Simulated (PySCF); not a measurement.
Mo(Me)4 (C4H12Mo), SMILES [CH3][Mo]([CH3])([CH3])[CH3] (connectivity only; charge and spin as stated), neutral, multiplicity 3.

Geometry: PBE-D3(BJ)/def2-SVP. The spin state was assumed, not searched. The def2 effective core potentials stand for the cores of Mo; spin–orbit coupling is left out.

All values below come from TDA-PBE/def2-SVPD (PySCF 2.14.0).

Vertical excitations; the highest root listed may be one member of a degenerate set. The molecule is in vacuum.

| state | energy (eV) | λ (nm) | f | main pairs |
|---|---|---|---|---|
| root 1 | 2.67 | 464 | 0.000 | α HOMO→LUMO, α HOMO→LUMO+2 (degenerate set) |
| root 2 | 2.67 | 464 | 0.000 | α HOMO−1→LUMO+1, α HOMO→LUMO+2, α HOMO−1→LUMO+2, α HOMO−1→LUMO (degenerate set) |
| root 3 | 2.67 | 464 | 0.000 | α HOMO−1→LUMO+2, α HOMO−1→LUMO+1, α HOMO→LUMO+1, α HOMO−1→LUMO (degenerate set) |
| root 4 | 2.83 | 437 | 0.011 | α HOMO→LUMO+1, α HOMO−1→LUMO (degenerate set) |
| root 5 | 2.83 | 437 | 0.011 | α HOMO→LUMO+2, α HOMO−1→LUMO+1, α HOMO→LUMO (degenerate set) |
| root 6 | 2.83 | 437 | 0.011 | α HOMO−1→LUMO, α HOMO−1→LUMO+2 (degenerate set) |
Unrestricted roots are not spin-pure.
